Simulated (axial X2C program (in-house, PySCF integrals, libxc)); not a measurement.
## Levels of CaIn by electron attachment to CaIn⁺ (EOM-EA-CCSD)

Calculated with an axial X2C code built on PySCF integrals: two-component X2C with atomic mean-field Coulomb and Gaunt terms, Gaussian nuclei, basis In dyall-acv3z, Ca dyall-acv3z with contracted cores.

R = 3.018 Å (0.920 times 3.280 Å, the PBE0 minimum at charge 0 for the lowest determinant).

Levels of CaIn obtained by attaching an electron to CaIn⁺:

```json
{"Ω": "1/2", "binding energy (eV)": "4.960", "above lowest (cm⁻¹)": "0", "attached spinor": "56% In pπ, 21% Ca pπ, 13% Ca dπ", "one-particle weight": "0.90"}
{"Ω": "3/2", "binding energy (eV)": "4.832", "above lowest (cm⁻¹)": "1029", "attached spinor": "57% In pπ, 24% Ca pπ, 14% Ca dπ", "one-particle weight": "0.90"}
{"Ω": "1/2", "binding energy (eV)": "4.374", "above lowest (cm⁻¹)": "4724", "attached spinor": "33% Ca pσ, 25% Ca sσ, 24% In pσ", "one-particle weight": "0.93"}
{"Ω": "1/2", "binding energy (eV)": "3.267", "above lowest (cm⁻¹)": "13648", "attached spinor": "57% Ca pπ, 24% Ca dπ, 10% In dπ", "one-particle weight": "0.78"}
{"Ω": "3/2", "binding energy (eV)": "3.253", "above lowest (cm⁻¹)": "13767", "attached spinor": "56% Ca pπ, 26% Ca dπ, 10% In dπ", "one-particle weight": "0.71"}
```

Q: What is the splitting of the first π pair in the table, and is it regular or inverted?

A: E(3/2) − E(1/2) = 1029 − 0 = 1029 cm⁻¹ at EOM-EA-CCSD: regular, Ω = 1/2 lower. Splittings at this level can be off by ten to twenty per cent.

This point took 11 s on 1 thread of Intel(R) Xeon(R) Platinum 8175M CPU @ 2.50GHz (Skylake/Cascade Lake) (shared host).

Reference electrons by ω block (each with its −ω partner): 1/2: 23, 3/2: 9, 5/2: 2. 4 electrons of CaIn⁺ correlated (inner shells frozen), 92 natural virtual spinors (a truncated set); levels can be off by some tenths of an eV. Roots sought by Ω: (1/2: 5, 3/2: 4, 5/2: 2, 7/2: 1); the list ends where they run out and leaves out roots under 60 % one-particle weight. The solver can skip a root, and states that need a further excitation, which the method places far too high, are missing though they may lie low or lowest. T1 of the reference 0.019 (Lee–Taylor). The reference was not checked to be the lowest state of its species. Number of frozen shells: In 4 s, 3 p, 2 d; Ca 3 s, 2 p. Large amplitudes in the reference (orbital relaxation or multireference character) lower the reliability.
